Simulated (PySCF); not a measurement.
Two species compared at the same levels of theory.

First species: C7H11PSi.
SMILES: `Cc1ccccc1P[SiH3]`

Second species: C4H9FS2Si.
SMILES: `CC[C@@H]1CS[Si@H](F)S1`

Levels: PBE0/pcSseg-1 for HOMO energy, LUMO energy and HOMO–LUMO gap. Geometries: GFN2-xTB. All species are isolated and taken at one optimised geometry, non-relativistic unless stated. Electronic properties by PySCF.

Dipoles, sizes and rotational constants follow the conformer. The torsions of the flexible species, by atom-mapped SMILES:
- `[CH3:1][c:2]1[cH:3][cH:4][cH:5][cH:6][c:7]1[PH:8][SiH3:9]`: C6–C7–P8–Si9 -90°

The conformers of `CC[C@@H]1CS[Si@H](F)S1` aren't listed.

```json
{"property": "HOMO energy", "column X": "-7.26 eV", "column Y": "-6.64 eV"}
{"property": "LUMO energy", "column X": "-0.37 eV", "column Y": "-0.59 eV"}
{"property": "HOMO–LUMO gap", "column X": "6.89 eV", "column Y": "6.05 eV"}
```

Question: Which column belongs to which species?

Answer: Column X is the second species and column Y the first. The first has 20 atoms and 82 electrons, the second 17 and 88.

Question: How does each property change from the first species to the second?

Answer: HOMO energy -0.62 eV; LUMO energy +0.22 eV; HOMO–LUMO gap +0.84 eV.

